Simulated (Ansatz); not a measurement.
`Sc1ccc(-c2ccc(-c3ccc(-c4ccc(S)o4)o3)o2)o1`. Charge 0, multiplicity 1. Geometry PBE-D4/def2-SVP; atoms count from 1.

Cartesian coordinates in Å:
```
S 2.263 5.421 -5.331
C 1.172 4.441 -4.378
C -0.191 4.231 -4.485
C -0.526 3.221 -3.536
C 0.661 2.883 -2.899
C 0.974 1.964 -1.844
C 2.158 1.631 -1.199
C 1.825 0.644 -0.231
C 0.456 0.431 -0.343
C -0.457 -0.431 0.343
C -1.826 -0.644 0.232
C -2.159 -1.631 1.200
C -0.974 -1.964 1.844
C -0.661 -2.883 2.899
C 0.526 -3.221 3.535
C 0.192 -4.231 4.485
C -1.172 -4.441 4.378
S -2.262 -5.421 5.331
O -1.698 -3.609 3.417
O 0.063 -1.235 1.323
O -0.063 1.235 -1.324
O 1.698 3.609 -3.416
H 2.685 6.247 -4.325
H -0.863 4.760 -5.168
H -1.511 2.795 -3.323
H 3.143 2.059 -1.414
H 2.495 0.137 0.471
H -2.496 -0.137 -0.471
H -3.143 -2.059 1.414
H 1.512 -2.794 3.322
H 0.864 -4.760 5.168
H -2.683 -6.248 4.325
```

Single mean-field runs in def2-TZVP are fitted with def2-universal-jkfit.

Question: Estimate the Mulliken populations of the heavy atoms from the PBE0/def2-TZVP orbitals of Ansatz.

Answer: 
| atom | charge (e) |
| --- | --- |
| S1 | -0.18 |
| C2 | 0.07 |
| C3 | -0.15 |
| C4 | -0.27 |
| C5 | 0.17 |
| C6 | 0.27 |
| C7 | -0.20 |
| C8 | -0.23 |
| C9 | 0.22 |
| C10 | 0.22 |
| C11 | -0.23 |
| C12 | -0.20 |
| C13 | 0.27 |
| C14 | 0.17 |
| C15 | -0.27 |
| C16 | -0.15 |
| C17 | 0.07 |
| S18 | -0.18 |
| O19 | -0.19 |
| O20 | -0.22 |
| O21 | -0.22 |
| O22 | -0.19 |
Mulliken values depend strongly on the basis.

Question: And the Mayer bond orders between heavy atoms (over 0.3)?

Answer: S1–C2 1.17 (1.75 Å); C2–C3 1.56 (1.38 Å); C2–O22 1.10 (1.38 Å); C3–C4 1.28 (1.43 Å); C4–C5 1.52 (1.39 Å); C5–C6 1.03 (1.43 Å); C5–O22 1.10 (1.37 Å); C6–C7 1.48 (1.39 Å); C6–O21 1.11 (1.37 Å); C7–C8 1.25 (1.42 Å); C8–C9 1.48 (1.39 Å); C9–C10 1.06 (1.43 Å); C9–O21 1.11 (1.37 Å); C10–C11 1.48 (1.39 Å); C10–O20 1.11 (1.37 Å); C11–C12 1.25 (1.42 Å); C12–C13 1.48 (1.39 Å); C13–C14 1.03 (1.43 Å); C13–O20 1.11 (1.37 Å); C14–C15 1.52 (1.39 Å); C14–O19 1.10 (1.37 Å); C15–C16 1.28 (1.43 Å); C16–C17 1.56 (1.38 Å); C17–S18 1.17 (1.75 Å); C17–O19 1.10 (1.38 Å).
